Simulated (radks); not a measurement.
Question: Coherent X-ray form factor from a spherical all-electron density. Method: scalar-relativistic Kohn-Sham, PBEsol, spin-polarised, spherical densities, finite nucleus; Fermi nuclear charge, rms radius of each element as measured or else 0.836 A^(1/3) + 0.57 fm; computed with a radial shooting solver on a logarithmic mesh with Libxc functionals.

| sin(theta)/lambda (1/angstrom) | f0 (electrons) |
|---|---|
| 0.05 | 52.778 |
| 0.1 | 52.123 |
| 0.15 | 51.067 |
| 0.2 | 49.658 |
| 0.25 | 47.957 |
| 0.3 | 46.032 |
| 0.4 | 41.783 |
| 0.5 | 37.408 |
| 0.6 | 33.269 |
| 0.8 | 26.426 |
| 1 | 21.691 |
| 1.25 | 18.010 |
| 1.5 | 15.670 |
| 2 | 12.108 |

The species is in the configuration that NIST lists as its ground one. Which atom or ion scatters so?

Answer: The dysprosium ion Dy13+, [Kr] 4d10 4f6 5s1. Extrapolating in s^2 from the first two rows gives f0(0) = 53.0, near the electron count 53; among species with that count, the fall with angle is slower the higher Z, and the table is that of Z = 66; from so few rows the species is fixed only to a neighbour or two.
